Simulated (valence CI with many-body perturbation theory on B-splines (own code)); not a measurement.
Energy levels of Yb LVII

Level of theory: valence CI with perturbative core correlation (CI+MBPT): four valence electrons over a frozen Dirac-Fock core [Ne], a basis of 11 s, 11 p, 10 d, 8 f, 5 g, 2 h functions for each j, with the one-electron correlation potential Σ1, the two-electron term Σ2, the three-electron term Σ3, Breit, model QED; selected CI, second order for the rest, scaled by the run's own slope (own B-spline code, finite nucleus).

No measured spectrum was set against this ion. As an estimate, large intervals hold to a few tenths of a per cent, small ones and those within an open d or f shell to about a per cent. Among the levels kept, up to 550 cm⁻¹ of a level comes from second order outside the variational space, and about a tenth of that is noise between levels of different J, which matters for small intervals.

Levels 91 to 135 of 164, with energies above the lowest level, (3s^2 3p1/2^2) J=0. "Leading %" is the weight of the configuration and term that name the level; weights of strongly mixed levels are sums over their largest components and can fall short. In the jj column 3d3/2^4 stands for four electrons in 3d with j = 3/2. Lifetimes count E1, E2, E3, M1 and M2 decay at the calculated energies, and are blank where another channel may lead or the interval is too uncertain; long ones can be off by a factor of two.

```csv
No.,Configuration,Term,J,E (eV),Leading %,Second component,Lifetime,Leading jj
91,3s3p3d²,⁵D°,2,1168.7,28,12 % 3s3p3d² ⁵P°,1.56 ps,3s 3p1/2 3d3/2 3d5/2 (84 %)
92,3s3p3d²,⁵P°,1,1177.9,17,14 % 3p³3d ¹P°,1.33 ps,3p1/2^2 3p3/2 3d5/2 (59 %)
93,3s3p²3d,⁵P,1,1179.6,34,21 % 3s3p²3d ³P,466 fs,3s 3p3/2^2 3d3/2 (94 %)
94,3s3p²3d,⁵P,2,1179.8,19,19 % 3s3p²3d ³D,438 fs,3s 3p3/2^2 3d3/2 (79 %)
95,3s3p²3d,³F,3,1180.0,25,23 % 3s3p²3d ⁵D,604 fs,3s 3p3/2^2 3d3/2 (91 %)
96,3s3p3d²,³G°,3,1185.4,44,14 % 3s3p3d² ³F°,2.26 ps,3s 3p1/2 3d3/2 3d5/2 (94 %)
97,3s3p3d²,³G°,5,1185.8,36,27 % 3s3p3d² ³H°,4.10 ps,3s 3p1/2 3d3/2 3d5/2 (95 %)
98,3s3p3d²,³H°,4,1188.3,48,8 % 3s3p3d² ³G°,2.67 ps,3s 3p1/2 3d3/2 3d5/2 (95 %)
99,3s3p²3d,³F,4,1188.5,46,20 % 3s3p²3d ⁵F,592 fs,3s 3p3/2^2 3d3/2 (93 %)
100,3s3p3d²,³F°,2,1191.4,23,10 % 3s3p3d² ³D°,2.20 ps,3s 3p1/2 3d3/2 3d5/2 (90 %)
101,3s3p3d²,³D°,1,1197.9,52,8 % 3s3p3d² ³P°,1.51 ps,3s 3p1/2 3d3/2 3d5/2 (85 %)
102,3s3p3d²,³P°,0,1200.4,44,28 % 3s3p3d² ¹S°,1.69 ps,3s 3p1/2 3d3/2 3d5/2 (87 %)
103,3s3p3d²,⁵D°,3,1202.8,30,13 % 3s3p3d² ⁵F°,494 fs,3s 3p1/2 3d3/2 3d5/2 (89 %)
104,3s3p3d²,⁵D°,2,1207.8,24,13 % 3s3p3d² ⁵S°,501 fs,3s 3p1/2 3d3/2 3d5/2 (95 %)
105,3s3p3d²,³F°,4,1208.3,37,31 % 3s3p3d² ⁵D°,543 fs,3s 3p1/2 3d3/2 3d5/2 (84 %)
106,3s3p²3d,³D,1,1210.2,52,12 % 3s3p²3d ³P,356 fs,3s 3p3/2^2 3d3/2 (91 %)
107,3s3p²3d,³P,0,1216.8,86,11 % 3s3p²3d ⁵D,309 fs,3s 3p3/2^2 3d3/2 (76 %)
108,3s3p3d²,³F°,2,1218.6,25,18 % 3s3p3d² ³D°,404 fs,3s 3p1/2 3d3/2 3d5/2 (85 %)
109,3s3p3d²,³G°,3,1220.4,36,18 % 3s3p3d² ³F°,564 fs,3s 3p1/2 3d3/2 3d5/2 (93 %)
110,3s3p²3d,⁵F,5,1221.0,58,42 % 3s3p²3d ³G,2.86 ps,3s 3p3/2^2 3d5/2 (99 %)
111,3s3p²3d,³D,2,1221.9,50,14 % 3s3p²3d ¹D,372 fs,3s 3p3/2^2 3d3/2 (90 %)
112,3s3p²3d,³F,3,1223.7,36,28 % 3s3p²3d ¹F,286 fs,3s 3p3/2^2 3d3/2 (93 %)
113,3s3p3d²,³D°,1,1226.1,33,12 % 3s3p3d² ¹P°,391 fs,3s 3p1/2 3d3/2 3d5/2 (82 %)
114,3s3p²3d,³F,4,1226.5,54,30 % 3s3p²3d ⁵D,1.55 ps,3s 3p3/2^2 3d5/2 (94 %)
115,3s3p²3d,³D,1,1229.3,59,17 % 3s3p²3d ³P,265 fs,3s 3p3/2^2 3d3/2 (90 %)
116,3s3p²3d,³F,2,1233.7,28,24 % 3s3p²3d ³D,214 fs,3s 3p3/2^2 3d3/2 (84 %)
117,3s3p3d²,³F°,4,1241.1,33,21 % 3s3p3d² ⁵D°,1.71 ps,3s 3p1/2 3d5/2^2 (89 %)
118,3s3p²3d,³P,0,1250.4,54,38 % 3s3p²3d ¹S,705 fs,3s 3p3/2^2 3d5/2 (70 %)
119,3s3p3d²,³D°,2,1251.8,25,19 % 3s3p3d² ³P°,1.89 ps,3s 3p1/2 3d5/2^2 (96 %)
120,3s3p3d²,³G°,5,1252.9,29,25 % 3s3p3d² ⁵G°,2.93 ps,3s 3p1/2 3d5/2^2 (94 %)
121,3s3p²3d,³P,1,1253.2,38,25 % 3s3p²3d ¹P,692 fs,3s 3p3/2^2 3d5/2 (92 %)
122,3s3p²3d,³D,3,1253.4,46,25 % 3s3p²3d ¹F,990 fs,3s 3p3/2^2 3d5/2 (93 %)
123,3s3p3d²,³F°,3,1264.9,27,17 % 3s3p3d² ⁵D°,2.13 ps,3s 3p1/2 3d5/2^2 (96 %)
124,3s3p3d²,³G°,4,1267.1,29,16 % 3s3p3d² ³H°,2.13 ps,3s 3p1/2 3d5/2^2 (92 %)
125,3s3p²3d,³D,3,1269.2,77,6 % 3s3p²3d ³F,560 fs,3s 3p3/2^2 3d5/2 (97 %)
126,3s3p3d²,³D°,3,1271.3,32,16 % 3s3p3d² ³F°,1.33 ps,3s 3p1/2 3d5/2^2 (85 %)
127,3s3p²3d,³F,4,1271.5,63,19 % 3s3p²3d ¹G,407 fs,3s 3p3/2^2 3d5/2 (98 %)
128,3s3p²3d,³D,2,1273.8,31,28 % 3s3p²3d ¹D,807 fs,3s 3p3/2^2 3d5/2 (89 %)
129,3s3p3d²,³D°,2,1274.4,28,21 % 3s3p3d² ³F°,1.49 ps,3s 3p1/2 3d5/2^2 (88 %)
130,3s3p3d²,³P°,1,1277.2,33,18 % 3s3p3d² ³D°,1.28 ps,3s 3p1/2 3d5/2^2 (89 %)
131,3s3p3d²,³P°,0,1278.7,76,15 % 3s3p3d² ⁵D°,1.76 ps,3s 3p1/2 3d5/2^2 (95 %)
132,3p²3d²,³F,2,1280.5,39,25 % 3p²3d² ⁵G,5.39 ps,3p1/2^2 3d3/2^2 (97 %)
133,3s3p²3d,¹D,2,1283.2,44,25 % 3s3p²3d ³D,645 fs,3s 3p3/2^2 3d5/2 (95 %)
134,3s3p²3d,³D,3,1283.7,49,22 % 3s3p²3d ¹F,440 fs,3s 3p3/2^2 3d5/2 (94 %)
135,3s3p3d²,³P°,1,1295.0,49,17 % 3s3p3d² ¹P°,1.43 ps,3s 3p1/2 3d5/2^2 (91 %)
```
